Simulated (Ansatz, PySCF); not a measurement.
Dissociation curve of LiNa, singlet. Each curve is given relative to its own lowest point near equilibrium.

```json
[
 {"R / Å": "2.32", "A": "13.3", "B": "13.4", "C": "16.4", "D": "11.1"},
 {"R / Å": "2.50", "A": "6.1", "B": "6.1", "C": "9.0", "D": "4.5"},
 {"R / Å": "2.64", "A": "2.6", "B": "2.7", "C": "5.5", "D": "1.6"},
 {"R / Å": "2.75", "A": "1.0", "B": "1.1", "C": "3.5", "D": "0.4"},
 {"R / Å": "2.83", "A": "0.3", "B": "0.4", "C": "2.3", "D": "0.0"},
 {"R / Å": "2.93", "A": "0.0", "B": "0.0", "C": "1.2", "D": "0.0"},
 {"R / Å": "3.02", "A": "0.1", "B": "0.1", "C": "0.6", "D": "0.4"},
 {"R / Å": "3.09", "A": "0.4", "B": "0.3", "C": "0.3", "D": "0.9"},
 {"R / Å": "3.28", "A": "1.9", "B": "1.8", "C": "0.0", "D": "3.0"},
 {"R / Å": "3.39", "A": "3.2", "B": "3.1", "C": "0.1", "D": "4.6"},
 {"R / Å": "3.60", "A": "6.1", "B": "6.1", "C": "0.6", "D": "8.1"},
 {"R / Å": "3.93", "A": "11.2", "B": "11.5", "C": "1.6", "D": "13.8"},
 {"R / Å": "4.38", "A": "17.9", "B": "19.3", "C": "2.9", "D": "19.5"},
 {"R / Å": "4.89", "A": "23.6", "B": "27.4", "C": "3.8", "D": "23.4"},
 {"R / Å": "5.35", "A": "26.9", "B": "33.6", "C": "4.3", "D": "25.4"},
 {"R / Å": "5.86", "A": "29.1", "B": "39.2", "C": "4.6", "D": "26.7"},
 {"R / Å": "6.35", "A": "30.2", "B": "43.4", "C": "4.7", "D": "27.3"},
 {"R / Å": "7.20", "A": "31.0", "B": "48.4", "C": "4.7", "D": "27.7"},
 {"R / Å": "7.88", "A": "31.2", "B": "50.8", "C": "4.8", "D": "27.8"},
 {"R / Å": "8.89", "A": "31.3", "B": "52.7", "C": "4.8", "D": "27.9"}
]
```

Energies in mEh.

Q: Assign the columns to these levels of theory: CCSD on RHF/cc-pVTZ, frozen core run with Ansatz (a program for electronic structure); restricted TPSSh/cc-pVTZ in PySCF; UHF/cc-pVTZ (PySCF 2.14.0); unrestricted BHandHLYP/cc-pVTZ (PySCF).

A: A is RCCSD; B is RKS-TPSSh; C is UHF; D is UKS-BHandHLYP.

With two correlated electrons CCSD is exact in the basis where it finds the lowest root (RCCSD). The unrestricted determinant behind UKS-BHandHLYP is spin-contaminated at 3.93 to 8.89 Å (<S²> up to 1.0, against 0.00 for a pure singlet). The unrestricted determinant behind UHF is spin-contaminated at 2.32 to 8.89 Å (<S²> up to 1.0, against 0.00 for a pure singlet). The restricted form behind RKS-TPSSh keeps the bonding electrons paired and can't separate into open-shell fragments.
